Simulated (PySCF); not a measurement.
# Radial density of Mn²⁺ (manganese, charge +2)

UHF, [Ar] 3d4 4s1, high-spin 6D determinant (an excited configuration). Computed with PySCF 2.14 in aug-cc-pVTZ with one added diffuse shell each of s, p, d, f, g type (9s8p6d4f3g, 118 functions), with the non-relativistic Hamiltonian (point nucleus).

| r (bohr) | 4πr²ρ (e/bohr) | 4πr²(ρα − ρβ) |
| --- | --- | --- |
| 0.00108 | 0.1475 | 0.0001 |
| 0.00182 | 0.4021 | 0.0002 |
| 0.00306 | 1.069 | 0.0006 |
| 0.00515 | 2.725 | 0.0016 |
| 0.00867 | 6.471 | 0.0039 |
| 0.0146 | 13.64 | 0.0079 |
| 0.0245 | 23.62 | 0.0127 |
| 0.0413 | 29.86 | 0.0123 |
| 0.0694 | 25.56 | 0.0066 |
| 0.117 | 24.66 | 0.0500 |
| 0.196 | 33.16 | 0.2988 |
| 0.330 | 18.79 | 1.2700 |
| 0.555 | 12.53 | 3.3838 |
| 0.934 | 12.40 | 3.4424 |
| 1.57 | 2.841 | 1.4724 |
| 2.64 | 0.5721 | 0.5537 |
| 4.45 | 0.05273 | 0.0527 |
| 7.48 | 0.0002864 | 0.0003 |
